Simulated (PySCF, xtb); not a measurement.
Cl₃Sb, SMILES [Cl][Sb]([Cl])[Cl] (connectivity only; charge and spin as stated), charge +1, multiplicity 2.

Harmonic wavenumbers (cm⁻¹) from GFN2-xTB run with xtb at its own minimum, in rising order: 79, 79, 100, 303, 305, 305.

Question: What does PBE0-D3(BJ)/def2-SVP run with PySCF give at its own minimum? (The exact figures need the calculation; the answer reports its results.)

Answer: 109, 109, 122, 374, 401, 401. Paired by order, the mean absolute difference is 58 cm⁻¹ and the zero-point energies are 1.7 and 2.2 kcal/mol.
